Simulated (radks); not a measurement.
Kinetic energies: the exact non-interacting value of the Kohn-Sham orbitals and orbital-free approximations, as 100 (|E| - |E exact|)/|E exact|, negative where the magnitude is too small. Species: Be3+ 1s1; Yb [Xe] 4f14 6s2. Calculated with a radial shooting solver on a logarithmic mesh with Libxc functionals: non-relativistic Kohn-Sham, PBE, spin-polarised, spherical densities, point nucleus. Every spin shell is full or empty, so the densities are truly spherical. Functionals are evaluated on that one density, not self-consistently.

functional          Be3+       Yb
exact (hartree)  7.97452  13391.6
Thomas-Fermi       -8.41    -4.89
von Weizsacker     0.00   -62.92
TF + vW/5         +11.59    +2.53
LC94               +2.20    -0.05
revAPBEK           +2.94    +0.13
PG1               +55.17   +13.02
DePristo-Kress     +2.82    -0.26
Ernzerhof          +6.58    -0.54
